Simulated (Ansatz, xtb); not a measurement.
**Ranking isomers of C4H7B**

3 gas-phase structures of C4H7B, from a drawn sample of its isomers (lower ones may exist). Each was relaxed with GFN2-xTB:

A. `BCC#CC`, a singlet
B. `B[C@@H](C)C#C`, a singlet
C. `BC#CCC`, a singlet

**Question.** Estimate their order in r2SCAN-D4/def2-SVP energy at these geometries, lowest first.

**Answer.** Calculated order at r2SCAN-D4/def2-SVP: C (0.000), A (0.479), B (0.723) eV.

Energies above the lowest of each column, in eV; the last columns are at B3LYP/def2-SVP geometries:

| structure | GFN2-xTB | HF/STO-3G | r2SCAN-D4/def2-SVP | B3LYP/def2-SVP | CCSD(T)/def2-SVP + ΔMP2/def2-TZVPP |
| --- | --- | --- | --- | --- | --- |
| C | 0.000 | 0.000 | 0.000 | 0.000 | 0.000 |
| A | 0.284 | 0.433 | 0.479 | 0.456 | 0.430 |
| B | 0.616 | 0.878 | 0.723 | 0.757 | 0.581 |

Every level run on C puts it lowest or level with the lowest. Flexible structures stand in one conformer each, not always the lowest. ΔMP2 is the change of the MP2 energy from the smaller to the larger basis.

Programs: Ansatz 0.2.0, xtb 6.7.1.
